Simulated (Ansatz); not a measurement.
`[SiH3]N[SiH2][SeH]` + `N=CCl` → `N=C(Cl)[SeH]` + `[SiH3]N[SiH3]`  (formal exchange of groups at the Se–Si bond)

Gas-phase electronic energies from Ansatz, PBE0-D4/def2-TZVP geometries. CBS: MP2 limit from def2 TZ/QZ plus the TZ coupled-cluster correction, frozen cores. This one scheme is used for every species. Functionals use def2-TZVPP. B3LYP here is the variant with VWN-RPA as its local correlation; programs differ in this. For Se outer-core shells are correlated without core-valence functions, which leaves a few kJ/mol of doubt a bond. Scalar relativity is left out up to krypton. Each species was taken in one conformer, which may not be the lowest.

```
             level  ΔE (kJ/mol)  difference from CCSD(T)/CBS
            PBE-D4        100.7                         -9.3
         r2SCAN-D4        104.0                         -6.0
           PBE0-D4        108.8                         -1.2
          B3LYP-D4        103.8                         -6.2
           ωB97X-V        107.2                         -2.8
           ωB97M-V        109.5                         -0.5
            B2PLYP        103.2                         -6.8
               PBE         99.8                        -10.2
            r2SCAN        103.4                         -6.6
              PBE0        107.6                         -2.4
             B3LYP        102.5                         -7.5
     HF/def2-TZVPP        118.5                          8.5
    MP2/def2-TZVPP        103.5                         -6.5
SCS-MP2/def2-TZVPP        102.2                         -7.8
   CCSD/def2-TZVPP        108.5                         -1.5
CCSD(T)/def2-TZVPP        105.1                         -4.9
     HF/def2-QZVPP        118.3                          8.3
    MP2/def2-QZVPP        106.2                         -3.8
SCS-MP2/def2-QZVPP        104.9                         -5.1
      HF/CBS(def2)        118.2                          8.2
     MP2/CBS(def2)        108.3                         -1.7
    CCSD/CBS(def2)        113.4                          3.4
       CCSD(T)/CBS        110.0                            0
```

Largest T1 diagnostic among the species: 0.012.

From PBE to PBE0 (25 % exact exchange), in def2-TZVPP and without D4, ΔE moves by +7.8 kJ/mol. In def2-TZVPP, CCSD(T) changes the Hartree–Fock value by −13.3 kJ/mol (the triples alone add −3.4 kJ/mol) and MP2 by −15.0 kJ/mol.
